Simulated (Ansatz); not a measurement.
ZnH₄SO, closed shell: a relaxation.

Input (in.yaml):

```yaml
crystal:
  periodic: [false, false, false]
  atoms:
    - {symbol: Zn, position_ang: [0.005358, 0.408868, -0.292930]}
    - {symbol: S, position_ang: [0.876345, -1.485274, 0.763731]}
    - {symbol: O, position_ang: [-0.437763, 1.185479, -1.851399]}
    - {symbol: H, position_ang: [0.214146, 0.315471, 1.485956]}
    - {symbol: H, position_ang: [-0.072489, 0.956042, 1.477297]}
    - {symbol: H, position_ang: [-0.374805, -1.942034, 0.971101]}
    - {symbol: H, position_ang: [-0.210791, 0.561449, -2.553656]}
basis:
  gaussian: {orbitals: def2-TZVP}
hamiltonian: {xc: pbe0, dispersion: d4}
relax: {f_tol: 0.005, max_steps: 200}
```

Launched with

```bash
ansatz run in.yaml --threads 4 --pin off --events-out ev --progress --plain --max-ram 9574MiB
```

The run's output (Ansatz 0.2.0):

```
Functional definition: PBE0
  name "PBE0"
  cite "Adamo & Barone, J. Chem. Phys. 110, 6158 (1999) doi:10.1063/1.478522"
  cite "Perdew, Burke & Ernzerhof, Phys. Rev. Lett. 77, 3865 (1996) doi:10.1103/PhysRevLett.77.3865"
  parent pbe
  parameter a = 0.25
  parameter kappa = 0.804
  parameter beta = 0.06672455060314922
  exchange = (1 - a)*pbe_x(kappa = kappa, mu = beta*pi^2/3) + a*exact_x
  correlation = pbe_c(beta = beta)
1139 factors; their error is unknown
mean field evaluation 1: about -61347.6450 eV, gradient 7.0e1 eV
mean field evaluation 2: about -61302.6912 eV, gradient 1.7e2 eV
mean field evaluation 4: about -61354.9007 eV, gradient 1.7e1 eV
mean field evaluation 8: about -61355.2642 eV, gradient 2.6e-1 eV
mean field evaluation 16: about -61355.3721 eV, gradient 1.8e-4 eV
mean field -61355.37209683 eV, -2254.7683363934 hartree, gradient 3.8e-5 eV, S^2 0.000000; 0 other end points of the search recorded, 0 dependent functions left out
the calculation of the forces begins
reference -61355.37212838 eV, -2254.7683375529 hartree; 29, 29 occupied and 111, 111 virtual orbitals, 1139 factors
relax step   1: F+E_penalty+E_count = -61355.46906368 eV  Δ(F+E_penalty+E_count) = +0.000e0 eV  max|allowed force component| = 3.851e0 eV/Å  Δτ_max = 0.0000 Å  (28 SCF iters, accepted)
relax step   2: F+E_penalty+E_count = -61356.08346411 eV  Δ(F+E_penalty+E_count) = -6.144e-1 eV  max|allowed force component| = 1.129e0 eV/Å  Δτ_max = 0.1945 Å  (36 SCF iters, accepted)
relax step   3: F+E_penalty+E_count = -61356.37386024 eV  Δ(F+E_penalty+E_count) = -2.904e-1 eV  max|allowed force component| = 1.071e0 eV/Å  Δτ_max = 0.1947 Å  (36 SCF iters, accepted)
relax step   4: F+E_penalty+E_count = -61356.57312581 eV  Δ(F+E_penalty+E_count) = -1.993e-1 eV  max|allowed force component| = 7.374e-1 eV/Å  Δτ_max = 0.1948 Å  (31 SCF iters, accepted)
relax step   5: F+E_penalty+E_count = -61356.66595689 eV  Δ(F+E_penalty+E_count) = -9.283e-2 eV  max|allowed force component| = 4.459e-1 eV/Å  Δτ_max = 0.1999 Å  (30 SCF iters, accepted)
relax step   6: F+E_penalty+E_count = -61356.69355137 eV  Δ(F+E_penalty+E_count) = -2.759e-2 eV  max|allowed force component| = 2.843e-1 eV/Å  Δτ_max = 0.2000 Å  (30 SCF iters, accepted)
relax step   7: F+E_penalty+E_count = -61356.70318670 eV  Δ(F+E_penalty+E_count) = -9.635e-3 eV  max|allowed force component| = 3.832e-1 eV/Å  Δτ_max = 0.1996 Å  (36 SCF iters, accepted)
relax step   8: F+E_penalty+E_count = -61356.71316964 eV  Δ(F+E_penalty+E_count) = -9.983e-3 eV  max|allowed force component| = 9.961e-2 eV/Å  Δτ_max = 0.0868 Å  (31 SCF iters, accepted)
relax step   9: F+E_penalty+E_count = -61356.69985834 eV  Δ(F+E_penalty+E_count) = +1.331e-2 eV  max|allowed force component| = 6.785e-1 eV/Å  Δτ_max = 0.1911 Å  (30 SCF iters, rejected (line search))
relax step  10: F+E_penalty+E_count = -61356.71778255 eV  Δ(F+E_penalty+E_count) = -4.613e-3 eV  max|allowed force component| = 1.145e-1 eV/Å  Δτ_max = 0.0797 Å  (31 SCF iters, accepted)
relax step  11: F+E_penalty+E_count = -61356.72058538 eV  Δ(F+E_penalty+E_count) = -2.803e-3 eV  max|allowed force component| = 4.353e-2 eV/Å  Δτ_max = 0.0831 Å  (31 SCF iters, accepted)
relax step  12: F+E_penalty+E_count = -61356.72133504 eV  Δ(F+E_penalty+E_count) = -7.497e-4 eV  max|allowed force component| = 1.438e-2 eV/Å  Δτ_max = 0.0388 Å  (31 SCF iters, accepted)
relax step  13: F+E_penalty+E_count = -61356.72169986 eV  Δ(F+E_penalty+E_count) = -3.648e-4 eV  max|allowed force component| = 3.482e-2 eV/Å  Δτ_max = 0.0651 Å  (31 SCF iters, accepted)
relax step  14: F+E_penalty+E_count = -61356.72183656 eV  Δ(F+E_penalty+E_count) = -1.367e-4 eV  max|allowed force component| = 5.020e-2 eV/Å  Δτ_max = 0.0323 Å  (32 SCF iters, accepted)
relax step  15: F+E_penalty+E_count = -61356.72200149 eV  Δ(F+E_penalty+E_count) = -1.649e-4 eV  max|allowed force component| = 6.639e-2 eV/Å  Δτ_max = 0.0315 Å  (31 SCF iters, accepted)
relax step  16: F+E_penalty+E_count = -61356.72214002 eV  Δ(F+E_penalty+E_count) = -1.385e-4 eV  max|allowed force component| = 5.908e-2 eV/Å  Δτ_max = 0.0246 Å  (31 SCF iters, accepted)
relax step  17: F+E_penalty+E_count = -61356.72227280 eV  Δ(F+E_penalty+E_count) = -1.328e-4 eV  max|allowed force component| = 6.628e-2 eV/Å  Δτ_max = 0.0374 Å  (31 SCF iters, accepted)
relax step  18: F+E_penalty+E_count = -61356.72238321 eV  Δ(F+E_penalty+E_count) = -1.104e-4 eV  max|allowed force component| = 6.522e-2 eV/Å  Δτ_max = 0.0354 Å  (31 SCF iters, accepted)
relax step  19: F+E_penalty+E_count = -61356.72249681 eV  Δ(F+E_penalty+E_count) = -1.136e-4 eV  max|allowed force component| = 4.702e-2 eV/Å  Δτ_max = 0.0186 Å  (32 SCF iters, accepted)
relax step  20: F+E_penalty+E_count = -61356.72260927 eV  Δ(F+E_penalty+E_count) = -1.125e-4 eV  max|allowed force component| = 1.272e-2 eV/Å  Δτ_max = 0.0290 Å  (31 SCF iters, accepted)
relax step  21: F+E_penalty+E_count = -61356.72267310 eV  Δ(F+E_penalty+E_count) = -6.383e-5 eV  max|allowed force component| = 2.667e-2 eV/Å  Δτ_max = 0.0361 Å  (31 SCF iters, accepted)
relax step  22: F+E_penalty+E_count = -61356.72272171 eV  Δ(F+E_penalty+E_count) = -4.861e-5 eV  max|allowed force component| = 3.299e-2 eV/Å  Δτ_max = 0.0347 Å  (31 SCF iters, accepted)
relax step  23: F+E_penalty+E_count = -61356.72276049 eV  Δ(F+E_penalty+E_count) = -3.878e-5 eV  max|allowed force component| = 1.724e-2 eV/Å  Δτ_max = 0.0141 Å  (32 SCF iters, accepted)
relax step  24: F+E_penalty+E_count = -61356.72279015 eV  Δ(F+E_penalty+E_count) = -2.965e-5 eV  max|allowed force component| = 6.846e-3 eV/Å  Δτ_max = 0.0256 Å  (31 SCF iters, accepted)
relax step  25: F+E_penalty+E_count = -61356.72279919 eV  Δ(F+E_penalty+E_count) = -9.044e-6 eV  max|allowed force component| = 3.045e-2 eV/Å  Δτ_max = 0.0329 Å  (31 SCF iters, accepted)
relax step  26: F+E_penalty+E_count = -61356.72281612 eV  Δ(F+E_penalty+E_count) = -1.693e-5 eV  max|allowed force component| = 8.378e-3 eV/Å  Δτ_max = 0.0034 Å  (24 SCF iters, accepted)
relax step  27: F+E_penalty+E_count = -61356.72282260 eV  Δ(F+E_penalty+E_count) = -6.479e-6 eV  max|allowed force component| = 2.584e-3 eV/Å  Δτ_max = 0.0087 Å  (32 SCF iters, accepted)
relax step  28: F+E_penalty+E_count = -61356.72282917 eV  Δ(F+E_penalty+E_count) = -6.572e-6 eV  max|allowed force component| = 9.045e-3 eV/Å  Δτ_max = 0.0232 Å  (31 SCF iters, accepted)
relax step  29: F+E_penalty+E_count = -61356.72283214 eV  Δ(F+E_penalty+E_count) = -2.964e-6 eV  max|allowed force component| = 6.324e-3 eV/Å  Δτ_max = 0.0093 Å  (32 SCF iters, accepted)
relax step  30: F+E_penalty+E_count = -61356.72283353 eV  Δ(F+E_penalty+E_count) = -1.395e-6 eV  max|allowed force component| = 1.468e-3 eV/Å  Δτ_max = 0.0060 Å  (33 SCF iters, accepted)
Total energy: -61356.72286601 eV, -2254.8179762455 hartree
Atom 0 at     0.248639    -0.383264    -0.507009 Å, force     0.000287    -0.000584     0.000502 eV/Å
Atom 1 at     0.969909    -2.103608     0.566373 Å, force    -0.001468    -0.000293     0.000026 eV/Å
Atom 2 at    -0.327982     1.067537    -1.356443 Å, force    -0.000148     0.000127    -0.000146 eV/Å
Atom 3 at     0.001415     1.313088     1.729665 Å, force     0.000001     0.000111     0.000080 eV/Å
Atom 4 at    -0.211949     1.720122     1.137481 Å, force     0.000028    -0.000094    -0.000023 eV/Å
Atom 5 at    -0.267119    -2.602323     0.738019 Å, force     0.001346     0.000502    -0.000181 eV/Å
Atom 6 at    -0.412914     0.988449    -2.307986 Å, force    -0.000046     0.000230    -0.000258 eV/Å
Dipole moment:    -0.144031    -0.122892    -0.207267 e Å

[the SCF lines of later steps are left out]
```

The lines “mean field evaluation” count trial sets of orbitals through the whole run, from several starts and some on an approximate energy, so they need not fall steadily or lie above the final value.

Hardware: 4 CPU threads of an Arm Neoverse V1, shared host. Wall time about 54 s.
